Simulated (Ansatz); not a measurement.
`[CH3][Al]1[CH2][SiH2]1` + `C[SiH3]` → `C[SiH2][Al]1[CH2][SiH2]1` + CH₄  (formal exchange of groups at the Al–C bond)

Program: Ansatz. Geometries: PBE0-D4/def2-TZVP. ΔE: electronic, gas phase. CCSD(T)/CBS adds triple-zeta CCSD(T) − MP2 to the extrapolated MP2 energy (def2 sets, frozen cores). This one scheme is used for every species. Functionals use def2-TZVPP. B3LYP here is the variant with VWN-RPA as its local correlation; programs differ in this. Each species was taken in one conformer, which may not be the lowest.

Task: Is it downhill or uphill in electronic energy at CCSD(T)/CBS, and by how much? (Best estimate.)

Result: The calculation gave: Downhill: ΔE = -14.2 kJ/mol.

Task: What do these levels give: PBE-D4, B2PLYP, B3LYP, HF/def2-TZVPP, SCS-MP2/def2-QZVPP, HF/CBS(def2)? (An estimate is asked.)

Result: Ansatz gave: PBE-D4 -26.2, B2PLYP -11.2, B3LYP -12.9, HF/def2-TZVPP -6.8, SCS-MP2/def2-QZVPP -7.5, HF/CBS(def2) -5.9 kJ/mol.

Largest T1 diagnostic among the species: 0.013.

From PBE to PBE0 (25 % exact exchange), in def2-TZVPP and without D4, ΔE moves by +3.0 kJ/mol.
